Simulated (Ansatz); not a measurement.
Ansatz (an electronic-structure program) input (PBE0/6-31G*):

Ansatz 0.2 input:
```yaml
crystal:
  periodic: [false, false, false]
  atoms:
    - {symbol: C, position_ang: [-0.92864357, 1.46241909, -0.71380099]}
    - {symbol: Si, position_ang: [-0.01248014, 0.03653318, 0.01248098]}
    - {symbol: C, position_ang: [1.60832045, -0.22656875, -0.86693237]}
    - {symbol: C, position_ang: [-1.07491850, -1.49373693, 0.03602574]}
    - {symbol: F, position_ang: [0.33745510, 0.38613991, 1.55536958]}
    - {symbol: H, position_ang: [-2.00210598, 1.58568611, -0.61430316]}
    - {symbol: H, position_ang: [-0.43970666, 2.26420375, -1.25716449]}
    - {symbol: H, position_ang: [2.18040370, -1.03108321, -0.40005405]}
    - {symbol: H, position_ang: [1.44441223, -0.49280672, -1.91374802]}
    - {symbol: H, position_ang: [2.21923722, 0.67826905, -0.84198565]}
    - {symbol: H, position_ang: [-1.32793645, -1.80856821, -0.97897688]}
    - {symbol: H, position_ang: [-2.00792286, -1.31442880, 0.57450469]}
    - {symbol: H, position_ang: [-0.55730566, -2.32067598, 0.52691312]}
basis:
  gaussian:
    orbitals: 6-31G*
hamiltonian:
  xc: {name: PBE0}
magnetization: {spin_polarized: true, initial_magnetization: 1}
```

Output:

```
Functional definition: PBE0
integrals: 0.05 GiB planned
973 factors; integrals over basis functions are off by at most 7.7e-4 eV
0.15 GiB of the device are held for the grids
0.65 GiB of device memory are held for the factors and their scratch space
mean field: 0.31 GiB planned
mean field evaluation 1: about -13818.5797 eV, gradient 4.2e1 eV
mean field evaluation 2: about -13818.2696 eV, gradient 4.3e1 eV
mean field evaluation 4: about -13826.2863 eV, gradient 1.3e0 eV
mean field evaluation 8: about -13826.5674 eV, gradient 1.6e-1 eV
mean field evaluation 16: about -13826.5675 eV, gradient 1.6e-4 eV
mean field -13826.56754255 eV, -508.1169852047 hartree, gradient 3.1e-5 eV, S^2 0.753840; 0 other end points of the search recorded, 0 dependent functions left out
reference -13826.56756388 eV, -508.1169859884 hartree; 25, 24 occupied and 70, 71 virtual orbitals, 973 factors
Total energy: -13826.56756388 eV, -508.1169859884 hartree
```

It need not be the lowest isomer of its formula.
